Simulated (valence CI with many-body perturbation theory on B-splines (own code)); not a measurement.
## E1 transitions of Pr²⁶⁺

Level of theory: relativistic CI+MBPT: five valence electrons over a frozen Dirac-Fock core [Ar] 3d10, radial functions for each j: 11 s, 11 p, 10 d, 8 f, 5 g, 2 h, with the one-electron correlation potential Σ1 (screened to all orders), the two-electron term Σ2, the three-electron term Σ3, Breit, model QED; selected single and double excitations, second order for the rest, scaled by the run's own slope (own B-spline code, finite nucleus).

No measured spectrum was set against this ion. As an estimate, large intervals hold to a few tenths of a per cent, small ones and those within an open d or f shell to about a per cent. Among the levels kept, up to 2000 cm⁻¹ of a level comes from second order outside the variational space, and about a tenth of that is noise between levels of different J, which matters for small intervals.

Lines 101 to 150 of 549 in falling wavelength, among levels below 2262000 cm⁻¹, chosen from the strongest by gf and those to the six lowest levels. Wavelengths and rates use the calculated energies. Electric multipoles are in the length gauge, E1 and E2 with the static RPA response of the core. Weak lines are less certain than strong ones. Lines between different terms over intervals too small for the method are left out, as are lines whose strength nearly cancels. Where a level lies close to another of its J and parity, the split of strength between their lines is uncertain. The highest levels of a list are the least certain.

Levels are named by their leading jj configuration (3d3/2^4 stands for four electrons in 3d with j = 3/2), which in mixed levels can hold well under half, so a name can repeat and another be missing. Letters in brackets count levels of one name in rising energy.

```
λ vac (Å)                               Upper                               Lower   A (s⁻¹)  S (a.u.)
    126.4  (4s^2 4p1/2 4p3/2 4d3/2) J=5/2 [a]          (4s^2 4p1/2 4p3/2^2) J=5/2  3.83e+09  2.29e-02
    126.1  (4s 4p1/2 4p3/2^2 4d3/2) J=3/2 [d]  (4s^2 4p1/2 4p3/2 4d3/2) J=5/2 [a]  4.95e+10  1.96e-01
    126.0  (4s^2 4p1/2 4p3/2 4d3/2) J=3/2 [b]          (4s^2 4p1/2 4p3/2^2) J=1/2  1.02e+10  4.02e-02
    125.9  (4s 4p1/2 4p3/2^2 4d5/2) J=5/2 [c]  (4s^2 4p1/2 4p3/2 4d5/2) J=7/2 [a]  1.37e+10  8.09e-02
    125.8      (4s^2 4p3/2 4d5/2^2) J=7/2 [b]      (4s^2 4p3/2^2 4d5/2) J=5/2 [b]  1.56e+10  1.22e-01
    125.7  (4s 4p1/2^2 4p3/2 4d3/2) J=3/2 [a]          (4s 4p1/2^2 4p3/2^2) J=5/2  6.93e+08  2.72e-03
    125.3  (4s 4p1/2 4p3/2^2 4d5/2) J=5/2 [g]  (4s^2 4p1/2 4p3/2 4d5/2) J=7/2 [b]  5.58e+10  3.25e-01
    125.2        (4s 4p3/2^3 4d3/2) J=5/2 [c]          (4s^2 4p3/2^2 4d3/2) J=7/2  8.28e+10  4.82e-01
    125.1  (4s 4p1/2 4p3/2^2 4d5/2) J=3/2 [f]  (4s^2 4p1/2 4p3/2 4d5/2) J=5/2 [b]  5.45e+10  2.11e-01
    124.6  (4s 4p1/2 4p3/2^2 4d5/2) J=5/2 [b]      (4s^2 4p1/2 4p3/2 4d3/2) J=7/2  1.55e+10  8.91e-02
    124.6  (4s 4p1/2^2 4p3/2 4d3/2) J=5/2 [a]          (4s 4p1/2^2 4p3/2^2) J=5/2  5.42e+09  3.10e-02
    124.6  (4s 4p1/2 4p3/2^2 4d5/2) J=3/2 [e]  (4s^2 4p1/2 4p3/2 4d3/2) J=5/2 [b]  2.68e+10  1.02e-01
    124.5  (4s 4p1/2 4p3/2^2 4d3/2) J=1/2 [c]  (4s^2 4p1/2 4p3/2 4d3/2) J=3/2 [b]  4.78e+10  9.11e-02
    123.4  (4s 4p1/2 4p3/2^2 4d5/2) J=7/2 [c]      (4s^2 4p1/2 4p3/2 4d3/2) J=7/2  1.31e+10  9.72e-02
    123.4  (4s 4p1/2 4p3/2^2 4d5/2) J=9/2 [d]      (4s^2 4p1/2 4p3/2 4d3/2) J=7/2  8.68e+09  8.04e-02
    123.3        (4s 4p3/2^3 4d3/2) J=3/2 [b]          (4s^2 4p3/2^2 4d3/2) J=5/2  5.60e+10  2.08e-01
    123.2      (4s 4p1/2^2 4p3/2 4d3/2) J=7/2          (4s 4p1/2^2 4p3/2^2) J=5/2  1.29e+09  9.52e-03
    123.1  (4s 4p1/2 4p3/2^2 4d5/2) J=5/2 [h]  (4s^2 4p1/2 4p3/2 4d5/2) J=7/2 [b]  3.51e+10  1.94e-01
    123.0  (4s 4p1/2 4p3/2^2 4d5/2) J=7/2 [e]      (4s^2 4p1/2 4p3/2 4d5/2) J=9/2  1.10e+11  8.11e-01
    123.0  (4s 4p1/2 4p3/2^2 4d5/2) J=5/2 [c]      (4s^2 4p1/2 4p3/2 4d3/2) J=7/2  2.27e+10  1.25e-01
    122.9  (4s 4p1/2 4p3/2^2 4d5/2) J=5/2 [g]  (4s^2 4p1/2 4p3/2 4d3/2) J=5/2 [b]  1.71e+10  9.42e-02
    122.9  (4s 4p1/2^2 4p3/2 4d3/2) J=3/2 [b]          (4s 4p1/2^2 4p3/2^2) J=5/2  2.35e+10  8.62e-02
    122.8      (4s^2 4p1/2 4p3/2 4d3/2) J=7/2          (4s^2 4p1/2 4p3/2^2) J=5/2  4.76e+08  3.48e-03
    122.8          (4s^2 4p1/2 4d5/2^2) J=7/2  (4s^2 4p1/2 4p3/2 4d5/2) J=5/2 [b]  2.46e+10  1.80e-01
    121.8  (4s^2 4p1/2 4p3/2 4d3/2) J=5/2 [a]          (4s^2 4p1/2 4p3/2^2) J=3/2  4.55e+08  2.43e-03
    121.2        (4s 4p3/2^3 4d5/2) J=7/2 [b]          (4s^2 4p3/2^2 4d5/2) J=9/2  8.94e+10  6.29e-01
    120.1  (4s^2 4p1/2 4p3/2 4d3/2) J=3/2 [b]          (4s^2 4p1/2 4p3/2^2) J=5/2  8.92e+10  3.05e-01
    120.1  (4s^2 4p1/2 4p3/2 4d5/2) J=7/2 [a]          (4s^2 4p1/2 4p3/2^2) J=5/2  1.41e+08  9.65e-04
    120.1  (4s^2 4p1/2 4p3/2 4f7/2) J=5/2 [b]          (4s^2 4p3/2^2 4d5/2) J=7/2  1.98e+10  1.02e-01
    119.6  (4s 4p1/2 4p3/2^2 4d5/2) J=5/2 [c]  (4s^2 4p1/2 4p3/2 4d3/2) J=5/2 [a]  1.32e+10  6.68e-02
    119.5        (4s 4p3/2^3 4d5/2) J=7/2 [b]          (4s^2 4p3/2^2 4d5/2) J=7/2  1.95e+10  1.32e-01
    119.3  (4s 4p1/2 4p3/2^2 4d5/2) J=3/2 [e]  (4s^2 4p1/2 4p3/2 4d5/2) J=5/2 [a]  2.36e+10  7.90e-02
    119.2          (4s^2 4p1/2^2 4d3/2) J=3/2          (4s^2 4p1/2^2 4p3/2) J=3/2  4.37e+10  1.46e-01
    118.6  (4s^2 4p1/2 4p3/2 4d3/2) J=1/2 [a]          (4s^2 4p1/2 4p3/2^2) J=3/2  4.75e+10  7.82e-02
    118.5  (4s 4p1/2 4p3/2^2 4d5/2) J=7/2 [e]  (4s^2 4p1/2 4p3/2 4d5/2) J=7/2 [a]  1.88e+10  1.23e-01
    118.1          (4s^2 4p1/2 4d5/2^2) J=9/2  (4s^2 4p1/2 4p3/2 4d5/2) J=7/2 [b]  3.28e+10  2.67e-01
    118.0  (4s^2 4p1/2 4p3/2 4d5/2) J=3/2 [a]          (4s^2 4p1/2 4p3/2^2) J=1/2  2.47e+09  8.03e-03
    118.0          (4s^2 4p3/2^2 4d3/2) J=1/2                (4s^2 4p3/2^3) J=3/2  5.12e+09  8.30e-03
    118.0  (4s 4p1/2 4p3/2^2 4d3/2) J=5/2 [e]      (4s^2 4p1/2 4p3/2 4d3/2) J=7/2  4.09e+10  1.99e-01
    117.0  (4s^2 4p1/2 4p3/2 4f7/2) J=5/2 [c]          (4s^2 4p3/2^2 4d5/2) J=7/2  2.27e+10  1.08e-01
    117.0  (4s 4p1/2^2 4p3/2 4d3/2) J=1/2 [b]          (4s 4p1/2^2 4p3/2^2) J=3/2  4.36e+10  6.89e-02
    116.6  (4s 4p1/2^2 4p3/2 4d3/2) J=3/2 [d]          (4s^2 4p1/2^2 4d3/2) J=3/2  4.38e+10  1.37e-01
    116.3         (4s^2 4p3/2 4d5/2^2) J=11/2          (4s^2 4p3/2^2 4d5/2) J=9/2  1.86e+10  1.73e-01
    116.0  (4s 4p1/2^2 4p3/2 4d3/2) J=3/2 [c]          (4s 4p1/2^2 4p3/2^2) J=5/2  8.94e+09  2.75e-02
    115.9  (4s^2 4p1/2 4p3/2 4d3/2) J=3/2 [b]          (4s^2 4p1/2 4p3/2^2) J=3/2  1.07e+10  3.30e-02
    115.9          (4s^2 4p3/2^2 4d3/2) J=5/2                (4s^2 4p3/2^3) J=3/2  8.09e+09  3.73e-02
    115.6  (4s^2 4p3/2 4d3/2 4d5/2) J=5/2 [b]          (4s^2 4p3/2^2 4d3/2) J=7/2  2.14e+10  9.80e-02
    115.0      (4s^2 4p1/2 4d3/2 4d5/2) J=9/2      (4s^2 4p1/2 4p3/2 4d5/2) J=9/2  4.57e+10  3.43e-01
    114.9  (4s^2 4p3/2 4d3/2 4d5/2) J=7/2 [b]          (4s^2 4p3/2^2 4d3/2) J=7/2  1.90e+10  1.14e-01
    114.9          (4s^2 4p3/2 4d5/2^2) J=5/2          (4s^2 4p3/2^2 4d3/2) J=7/2  1.79e+10  8.02e-02
```
